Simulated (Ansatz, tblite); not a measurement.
Forces on Co₂Si₅ at its PBE-D4/def2-SVP geometry. Charge 0, multiplicity 1.

The xTB rows come from tblite. This restricted singlet of an open-shell metal (gap down to 0.40 eV) wasn't tested against broken symmetry. No other spin state of charge 0 was run. Another isomer (quintet) lies 3.55 eV lower at PBE0-D4/def2-TZVP; other spin states weren't run for this one.

GFN1-xTB (tblite), largest force 5.96 eV/Å:

```xyz
7
positions Å, forces eV/Å
Co    1.687   -0.049    2.012    3.812   -0.405    4.562
Co   -0.596    0.171   -0.721   -0.115    1.820   -0.248
Si   -2.259    0.850    0.511   -0.313    0.199    0.414
Si    0.940    0.695   -2.174    0.472    0.164   -0.249
Si   -1.055   -1.790   -1.148   -0.646   -2.370   -0.623
Si    1.601    0.015   -0.046    0.136    0.211   -3.385
Si   -0.319    0.108    1.566   -3.347    0.381   -0.472
```

GFN2-xTB (tblite), largest force 4.37 eV/Å:

```
Co 2.776 -0.491 3.333
Co 0.193 1.259 0.157
Si -0.332 0.255 0.208
Si 0.275 0.225 -0.305
Si -0.674 -2.135 -0.677
Si 1.541 0.313 -3.587
Si -3.779 0.573 0.871
```

PBE-D4/def2-TZVP (Ansatz), largest force 0.60 eV/Å:

```
Co 0.377 -0.122 0.455
Co -0.066 0.260 -0.091
Si -0.019 -0.071 0.050
Si 0.048 -0.074 -0.008
Si -0.008 -0.145 -0.001
Si -0.154 0.075 -0.210
Si -0.178 0.077 -0.195
```
